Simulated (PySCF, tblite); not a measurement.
Isomers of C4H10NSSi (doublet state), one GFN2-xTB conformer each. Single-point energies are computed at B3LYP/pcH-1 (PySCF, gas phase, no added dispersion term), electronic only. GFN2-xTB treats the open shell by occupation alone, and not every SCF solution was tested for stability.

Question: Rank them by B3LYP/pcH-1 energy, lowest first (kJ/mol).
A. `[CH3:1][Si:2]([CH3:3])[CH2:4][C:5]([NH2:6])=[S:7]` (doublet state) with C1–Si2–C4–C5 -73°, Si2–C4–C5–N6 -91°, C4–C5–N6–H -179° and -15°
B. `[CH3:1][S:2][Si@@H:3]([NH2:4])[C@@H:5]1[CH:6][CH2:7]1` (doublet state) with C1–S2–Si3–N4 63°, S2–Si3–N4–H -44° and 167°, S2–Si3–C5–C6 172°
C. `[CH3:1]/[CH:2]=[C:3](\[CH3:4])[S:5][SiH:6][NH2:7]` (doublet state) with C2–C3–S5–Si6 -114°, C3–S5–Si6–N7 160°, S5–Si6–N7–H 172° and 30°

Answer: A (0.0), C (5.5), B (101.4).

As drawn, the highest has a three-membered ring, which the lowest lacks. Neighbours under 21 kJ/mol apart (C[Si](C)CC(N)=S and C/C=C(\C)S[SiH]N) can change places with a better method, another conformer or zero-point energy. GFN2-xTB itself gives, in the same order: 91.5, 0.0, 129.2. GFN2-xTB puts C/C=C(\C)S[SiH]N lowest instead; measured from each level's own lowest isomer, the values differ by up to 91.5 kJ/mol (C[Si](C)CC(N)=S: 91.5 against 0.0).

What happens when harmonic zero-point energies from GFN2-xTB frequencies are added?

```tsv
SMILES	ZPE (kJ/mol)	electronic (kJ/mol)	with ZPE (kJ/mol)
C[Si](C)CC(N)=S	349.6	0.0	0.1
C/C=C(\C)S[SiH]N	344.0	5.5	0.0
CS[Si@@H](N)[C@@H]1[CH]C1	338.5	101.4	90.5
```

The zero-point energies span 11.1 kJ/mol. C/C=C(\C)S[SiH]N becomes the lowest.

As an exercise, what shares would exp(−E/RT) give at 298.15 K from these electronic energies alone (no entropy, no degeneracies)?

RT = 2.479 kJ/mol: C[Si](C)CC(N)=S 90.0 %, C/C=C(\C)S[SiH]N 10.0 %, CS[Si@@H](N)[C@@H]1[CH]C1 under 0.1 %.
